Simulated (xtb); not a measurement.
C2H7NSi2, SMILES N[Si@@H]1C=C[SiH2]1. All values are semi-empirical tight-binding results from xtb (GFN2-xTB unless named), good for trends rather than for accurate numbers. Coordinates come from a GFN2-xTB optimisation. The structure was generated by enumeration; whether it is a known compound was not checked. The values are those of a single conformer.

Optimised geometry:

Bond lengths (Å): N1–Si2 1.730, N1–H6 1.007, N1–H7 1.008, Si2–C3 1.914, Si2–Si5 2.331, Si2–H8 1.468, C3–C4 1.340, C3–H9 1.084, C4–Si5 1.902, C4–H10 1.082, Si5–H11 1.469, Si5–H12 1.471. Angles (°): Si2–N1–H6 118.7, Si2–N1–H7 119.2, H6–N1–H7 109.5, N1–Si2–C3 120.6, N1–Si2–Si5 117.0, N1–Si2–H8 102.5, C3–Si2–Si5 74.9, C3–Si2–H8 113.2, Si5–Si2–H8 128.1, Si2–C3–C4 104.6, Si2–C3–H9 131.7, C4–C3–H9 123.6, C3–C4–Si5 105.5, C3–C4–H10 124.0, Si5–C4–H10 130.6, Si2–Si5–C4 75.0, Si2–Si5–H11 122.5, Si2–Si5–H12 123.3, C4–Si5–H11 113.4, C4–Si5–H12 112.7, H11–Si5–H12 105.9.

Question: Estimate the properties. (An estimate is asked for; the answer gives what the named calculation found.)

Answer: 
```
Quantity                                         Result
----------------------------------------  -------------
orbital gap                                     3.24 eV
dipole moment                                    1.28 D
zero-point energy                         50.5 kcal/mol
G − E(el) at 298.15 K (modified RRHO)     31.1 kcal/mol
static polarisability (D4 model)             85.7 bohr³
solvation energy, GFN2-xTB/ALPB(water)    -2.0 kcal/mol
solvation energy, GFN2-xTB/ALPB(octanol)  -5.1 kcal/mol
```

Question: Give the atomic charges and the Wiberg bond orders between heavy atoms. (An estimate is asked for; the answer gives what the named calculation found.)

Answer: charges (e) N1 -0.42, Si2 0.40, C3 -0.16, C4 -0.15, Si5 0.36, H6 0.14, H7 0.15, H8 -0.10, H9 0.00, H10 0.00, H11 -0.12, H12 -0.11. Bond orders N1–Si2 1.12, Si2–C3 0.89, C3–C4 1.96, Si2–Si5 0.81, C4–Si5 0.93.
